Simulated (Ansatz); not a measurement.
`C#CCCCCCCCCCC`. The state is a singlet with charge 0. Geometry r2SCAN-D4/def2-SVP.

```csv
atom,x (Å),y (Å),z (Å)
C1,2.208,0.267,-5.427
C2,1.965,-0.374,-4.423
C3,1.643,-1.148,-3.232
C4,0.194,-1.665,-3.217
C5,-0.109,-2.579,-2.028
C6,0.110,-1.960,-0.644
C7,-0.709,-0.699,-0.378
C8,-0.565,-0.176,1.049
C9,-1.387,1.084,1.318
C10,-1.338,1.583,2.763
C11,0.039,2.054,3.232
C12,0.021,2.620,4.648
H13,2.432,0.834,-6.311
H14,1.832,-0.524,-2.339
H15,2.340,-2.003,-3.154
H16,0.006,-2.213,-4.155
H17,-0.493,-0.801,-3.230
H18,0.508,-3.493,-2.112
H19,-1.159,-2.915,-2.108
H20,1.183,-1.738,-0.491
H21,-0.141,-2.717,0.121
H22,-1.777,-0.904,-0.588
H23,-0.415,0.101,-1.083
H24,-0.869,-0.967,1.762
H25,0.505,0.017,1.253
H26,-1.047,1.891,0.640
H27,-2.439,0.885,1.042
H28,-1.698,0.783,3.438
H29,-2.055,2.418,2.879
H30,0.759,1.217,3.182
H31,0.417,2.819,2.528
H32,-0.658,3.485,4.723
H33,-0.327,1.865,5.374
H34,1.022,2.952,4.968
```

Q: Estimate the orbital energies around the gap (eV) in Ansatz with LDA (SPW92)/def2-TZVP, PBE-D4/def2-SVP, B97M-V/def2-TZVP, PBE0-D4/def2-SVP, PBE0-D4/def2-TZVP.

A: 
| orbital | LDA (SPW92)/def2-TZVP | PBE-D4/def2-SVP | B97M-V/def2-TZVP | PBE0-D4/def2-SVP | PBE0-D4/def2-TZVP |
| --- | --- | --- | --- | --- | --- |
| HOMO−13 | -9.61 | -9.45 | -10.01 | -11.03 | -11.04 |
| HOMO−12 | -9.15 | -8.99 | -9.53 | -10.53 | -10.55 |
| HOMO−11 | -8.85 | -8.71 | -9.25 | -10.23 | -10.25 |
| HOMO−10 | -8.70 | -8.56 | -9.07 | -10.06 | -10.06 |
| HOMO−9 | -8.42 | -8.29 | -8.82 | -9.77 | -9.80 |
| HOMO−8 | -8.24 | -8.11 | -8.63 | -9.57 | -9.60 |
| HOMO−7 | -8.04 | -7.92 | -8.42 | -9.36 | -9.37 |
| HOMO−6 | -7.85 | -7.72 | -8.22 | -9.14 | -9.16 |
| HOMO−5 | -7.66 | -7.55 | -8.05 | -8.97 | -8.99 |
| HOMO−4 | -7.62 | -7.51 | -8.02 | -8.91 | -8.93 |
| HOMO−3 | -7.43 | -7.32 | -7.81 | -8.72 | -8.73 |
| HOMO−2 | -7.34 | -7.22 | -7.68 | -8.59 | -8.58 |
| HOMO−1 | -6.53 | -6.23 | -6.58 | -7.51 | -7.57 |
| HOMO | -6.50 | -6.21 | -6.56 | -7.49 | -7.54 |
| LUMO | -0.23 | 0.35 | 0.17 | 1.33 | 0.88 |
| LUMO+1 | -0.06 | 0.45 | 0.46 | 1.48 | 1.16 |
| LUMO+2 | 0.17 | 0.88 | 0.63 | 1.81 | 1.31 |
| LUMO+3 | 0.34 | 1.07 | 0.72 | 1.94 | 1.39 |
| LUMO+4 | 0.59 | 1.31 | 0.88 | 2.21 | 1.55 |
| LUMO+5 | 0.60 | 1.37 | 0.93 | 2.25 | 1.60 |
